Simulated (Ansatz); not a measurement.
Abridged output of a molecular run in Ansatz:

```
Functional definition: HF
1565 factors; integrals over basis functions are off by at most 1.0e-3 eV
mean field evaluation 1: about -5369.6631 eV, gradient 3.8e1 eV
mean field evaluation 2: about -5369.8938 eV, gradient 3.8e1 eV
mean field evaluation 4: about -5373.8122 eV, gradient 4.5e0 eV
mean field evaluation 8: about -5373.8751 eV, gradient 2.8e-1 eV
mean field -5373.87541885 eV, -197.4862790993 hartree, gradient 1.9e-6 eV, S^2 0.000000; 0 other end points of the search recorded, 0 dependent functions left out
5 core orbitals not correlated: weight in the atoms' cores, before any rotation towards them, 1.000 or more for the frozen orbitals, at most 0.000 for the correlated occupied ones
reference -5373.87541885 eV, -197.4862790993 hartree; 14, 14 occupied and 248, 248 virtual orbitals, 1565 factors
second order -22.16910766 eV of doubles, -0.00000000 eV of singles
cycle   1  -22.71784870 eV  change   -5.5e-1 eV  update   1.0e-1
cycle   2  -23.29315979 eV  change   -5.8e-1 eV  update   3.0e-2
cycle   3  -23.40835412 eV  change   -1.2e-1 eV  update   1.6e-2
cycle   4  -23.39863103 eV  change    9.7e-3 eV  update   5.3e-3
cycle   5  -23.39862666 eV  change    4.4e-6 eV  update   2.9e-3
cycle   6  -23.39932729 eV  change   -7.0e-4 eV  update   9.1e-4
cycle   7  -23.39882863 eV  change    5.0e-4 eV  update   3.8e-4
cycle   8  -23.39883199 eV  change   -3.4e-6 eV  update   1.0e-4
cycle   9  -23.39885044 eV  change   -1.8e-5 eV  update   3.4e-5
perturbative correction -0.99869459 eV, -0.0367013492 hartree
Total energy: -5398.27296388 eV, -198.3828723418 hartree
```

Its atoms:

Z-matrix (Å, degrees):
```
C
C 1 1.490
H 1 1.093 2 111.1
H 1 1.089 2 110.0 3 120.6
H 1 1.093 2 111.1 3 -118.8
N 2 1.401 1 116.6 3 59.2
C 2 1.334 1 122.8 3 -120.8
B 6 1.395 2 129.9 1 0.1
H 6 1.010 2 112.3 1 -179.9
H 7 1.081 2 120.8 1 0.0
H 7 1.085 2 121.6 1 -180.0
H 8 1.196 6 117.4 2 180.0
H 8 1.193 6 120.6 2 -0.0
```

**Question.** Which basis set was used?
A. def2-QZVPP
B. def2-SVP
C. cc-pV(D+d)Z
D. def2-TZVPP

**Answer.** D. It gives 267 functions.

**Question.** Write the keys of the input that set method, charge and spin (a neutral closed shell needs none for the last two).

**Answer.** 
```yaml
correlation: {method: ccsd_t}
```
